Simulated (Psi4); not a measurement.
H4FNOSi (SMILES N[SiH](O)F), singlet, at a GFN2-xTB geometry, atoms displaced at random by about 0.08 Å a coordinate; B3LYP/STO-3G, gradient run with Psi4.

Here is a job for Psi4.
```
memory 2 GB

molecule mol {
0 1
  Si   -0.021422   -0.140376   -0.367062
  N     1.530558   -0.518066    0.093371
  O    -0.340430    1.404227   -0.466357
  F    -0.954350   -0.713640    0.885740
  H    -0.439510   -0.970557   -1.511612
  H     2.346490   -0.036615   -0.145465
  H     1.712130   -0.598169    1.198618
  H    -1.255270    1.770416   -0.546996
symmetry c1
no_reorient
no_com
}

set basis sto-3g
set reference rks

gradient('b3lyp')
print_variables()
```

Question: Write the output that Psi4 gives for this input, abridged.

Answer: 
```
gradient() will perform analytic gradient computation.

   => Loading Basis Set <=

    Name: STO-3G
    Role: ORBITAL
    Keyword: BASIS

         ---------------------------------------------------------
                                   SCF
               by Justin Turney, Rob Parrish, Andy Simmonett
                          and Daniel G. A. Smith
                              RKS Reference
         ---------------------------------------------------------

  ==> Geometry <==

    Molecular point group: c1
    Full point group: C1

    Geometry (in Angstrom), charge = 0, multiplicity = 1:

       Center              X                  Y                   Z               Mass
    ------------   -----------------  -----------------  -----------------  -----------------
         SI          -0.021422000000    -0.140376000000    -0.367062000000    27.976926534650
         N            1.530558000000    -0.518066000000     0.093371000000    14.003074004430
         O           -0.340430000000     1.404227000000    -0.466357000000    15.994914619570
         F           -0.954350000000    -0.713640000000     0.885740000000    18.998403162730
         H           -0.439510000000    -0.970557000000    -1.511612000000     1.007825032230
         H            2.346490000000    -0.036615000000    -0.145465000000     1.007825032230
         H            1.712130000000    -0.598169000000     1.198618000000     1.007825032230
         H           -1.255270000000     1.770416000000    -0.546996000000     1.007825032230

  Running in c1 symmetry.

  Rotational constants: A =      0.23615  B =      0.21639  C =      0.13178 [cm^-1]
  Rotational constants: A =   7079.63994  B =   6487.18690  C =   3950.79671 [MHz]
  Nuclear repulsion =  187.455302535669858

  Charge       = 0
  Multiplicity = 1
  Electrons    = 42
  Nalpha       = 21
  Nbeta        = 21

  ==> Algorithm <==

  SCF Algorithm Type is DF.
  DIIS enabled.
  MOM disabled.
  Fractional occupation disabled.
  Guess Type is SAD.
  Energy threshold   = 1.00e-08
  Density threshold  = 1.00e-08
  Integral threshold = 1.00e-12

  ==> Primary Basis <==

  Basis Set: STO-3G
    Blend: STO-3G
    Number of shells: 18
    Number of basis functions: 28
    Number of Cartesian functions: 28
    Spherical Harmonics?: true
    Max angular momentum: 1

  ==> DFT Potential <==

   => LibXC <=

    Version 7.1.2
[...]
  @DF-RKS Final Energy:  -515.11320936837808
    Total Energy =                       -515.1132093683780795
[...]
    Max angular momentum: 4

  ==> DFT Potential <==

   => LibXC <=

    Version 7.1.2
    S. Lehtola, C. Steigemann, M. J. T. Oliveira, and M. A. L. Marques,  SoftwareX 7, 1–5 (2018) (10.1016/j.softx.2017.11.002)

   => Composite Functional: B3LYP <=

    B3LYP Hyb-GGA Exchange-Correlation Functional

    P. J. Stephens, F. J. Devlin, C. F. Chabalowski, and M. J. Frisch,  J. Phys. Chem. 98, 11623 (1994) (10.1021/j100096a001)

    Deriv               =              1
    GGA                 =           TRUE
    Meta                =          FALSE

    Exchange Hybrid     =           TRUE
    MP2 Hybrid          =          FALSE

   => Exchange Functionals <=

    0.0800   Slater exchange
    0.7200         Becke 88

   => Exact (HF) Exchange <=

    0.2000               HF

   => Correlation Functionals <=

    0.1900   Vosko, Wilk & Nusair (VWN5_RPA)
    0.8100   Lee, Yang & Parr

   => LibXC Density Thresholds  <==

    XC_HYB_GGA_XC_B3LYP:  1.00E-15

   => Molecular Quadrature <=

    Radial Scheme          =       TREUTLER
    Pruning Scheme         =           NONE
    Nuclear Scheme         =       TREUTLER

    Blocking Scheme        =         OCTREE
    BS radius alpha        =              1
    Pruning alpha          =              1
    Radial Points          =             75
    Spherical Points       =            302
    Total Points           =         171222
    Total Blocks           =           1328
    Max Points             =            255
    Max Functions          =             27
    Weights Tolerance      =       1.00E-15

  -Total Gradient:
     Atom            X                  Y                   Z
    ------   -----------------  -----------------  -----------------
       1        0.068220855462     0.076129025877    -0.010960741735
       2       -0.018175917628     0.039675731037    -0.102130113039
       3       -0.021834997179    -0.073754157853     0.006096345311
       4       -0.006746187686    -0.002626125229     0.007398591876
       5       -0.006844547164    -0.011332641247     0.001688928701
       6       -0.055201651405    -0.037344349552     0.039153870427
       7        0.024586119250     0.001393641075     0.055397750527
       8        0.016164449632     0.007721143973     0.003496309959

  Variable Map:
  ----------------------------------------------------------------------------
[...]
  Array Variable Map:
  ----------------------------------------------------------------------------
[...]
[...]
```
